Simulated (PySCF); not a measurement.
Zr(SMe)4, C4H12S4Zr (singlet state).
Z-matrix (Å and degrees, PBE0-D3(BJ)/def2-SVP geometry), rows numbered from 1:
```
Zr
S   1  2.4205
C   2  1.8344  1   92.71
H   3  1.1046  2  112.84  1   -13.97
H   3  1.0982  2  108.35  1  -132.89
H   3  1.0975  2  109.72  1   107.29
S   1  2.4127  2  107.54  3   -66.47
C   7  1.8321  1   85.61  2   175.66
H   8  1.0977  7  109.64  1  -120.47
H   8  1.0980  7  109.80  1   118.19
H   8  1.1126  7  113.85  1    -1.37
S   1  2.4103  2  106.28  3   174.50
C  12  1.8332  1   96.39  2    64.08
H  13  1.0983 12  108.11  1  -128.61
H  13  1.0979 12  109.36  1   111.96
H  13  1.1020 12  112.97  1    -9.15
S   1  2.4298  2  112.54  3    58.04
C  17  1.8335  1   98.38  2    43.40
H  18  1.1008 17  112.22  1   -19.49
H  18  1.0982 17  108.27  1  -139.35
H  18  1.0979 17  109.24  1   101.62
```

Method: PBE0-D3(BJ)/def2-SVP geometry optimisation, gas phase, def2 core potentials past Kr in PySCF.

Masses are those of the commonest isotopes; rigid-rotor values at the optimised geometry. The values belong to one conformer.

What are A, B and C (MHz)?

Ia = 802.86, Ib = 955.43, Ic = 971.20 u·Å²; 505379 MHz·u·Å²/I gives A = 629.5, B = 529.0, C = 520.4 MHz.

What kind of rotor is it?

An asymmetric top: κ = (2 × 529.0 − 629.5 − 520.4)/(629.5 − 520.4) = -0.84.

What does the inertial defect say?

Not planar: Δ = Ic − Ia − Ib = -787.09 u·Å². For a rigid frame Δ = −2 Σ m c², so Σ m c² = 393.54 u·Å² lies off the ab plane: 34.73 from hydrogen and 358.81 from heavier atoms. The atom farthest from that plane is 2.41 Å away.

Which types of transition are allowed, and where do some lines up to J = 5 fall?

The dipole components are |μa| = 0.34 D, |μb| = 0.17 D, |μc| = 0.40 D. Intensities carry the squares of the components, which stand as 0.73 : 0.18 : 1.00 (a : b : c). Some lines, for components of 0.1 D or more:

```json
{"type": "b", "branch": "Q", "J(Ka,Kc)": "2(2,0) ← 2(1,1)", "MHz": "302", "lower level (cm⁻¹)": "0.109"}
{"type": "c", "branch": "Q", "J(Ka,Kc)": "5(3,3) ← 5(2,3)", "MHz": "511", "lower level (cm⁻¹)": "0.540"}
{"type": "b", "branch": "Q", "J(Ka,Kc)": "5(5,1) ← 5(4,2)", "MHz": "942", "lower level (cm⁻¹)": "0.581"}
{"type": "b", "branch": "R", "J(Ka,Kc)": "2(0,2) ← 1(1,1)", "MHz": "1998", "lower level (cm⁻¹)": "0.038"}
{"type": "b", "branch": "R", "J(Ka,Kc)": "2(2,1) ← 1(1,0)", "MHz": "2409", "lower level (cm⁻¹)": "0.039"}
{"type": "b", "branch": "R", "J(Ka,Kc)": "3(0,3) ← 2(1,2)", "MHz": "3053", "lower level (cm⁻¹)": "0.108"}
{"type": "c", "branch": "R", "J(Ka,Kc)": "4(3,1) ← 3(2,1)", "MHz": "4720", "lower level (cm⁻¹)": "0.224"}
{"type": "c", "branch": "R", "J(Ka,Kc)": "4(4,1) ← 3(3,1)", "MHz": "4931", "lower level (cm⁻¹)": "0.241"}
{"type": "a", "branch": "R", "J(Ka,Kc)": "5(1,5) ← 4(1,4)", "MHz": "5223", "lower level (cm⁻¹)": "0.352"}
{"type": "b", "branch": "R", "J(Ka,Kc)": "5(5,0) ← 4(4,1)", "MHz": "6190", "lower level (cm⁻¹)": "0.406"}
```

Not checked by PBE0-D3(BJ)/def2-SVP frequencies. Constants of a rigid frame at the computed geometry: no zero-point averaging, no centrifugal distortion. A rigid rotor knows nothing of internal rotation, which can split or shift real lines.
